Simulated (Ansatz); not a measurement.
C4H9FSi, SMILES C/C=C(\F)[SiH2]C.

The structure is a stationary point at ωB97X-D3(BJ)/def2-SVP. The structure was generated by enumeration; whether it is a known compound was not checked. The values are those of a single conformer.

Two levels are set side by side: PBE/def2-SVPD (Ansatz, a program for electronic structure) and CAM-B3LYP/def2-SVPD (Ansatz). Energy differences of separate SCF runs at the same geometry; the states with an electron removed or added have multiplicity 2 and 2. Differences are taken from unrounded values.

| quantity | CAM-B3LYP | PBE | PBE minus CAM-B3LYP |
|---|---|---|---|
| vertical ionisation energy (eV) | 9.38 | 9.02 | -0.36 |
| vertical singlet–triplet gap (eV) | 4.17 | 4.18 | 0.01 |
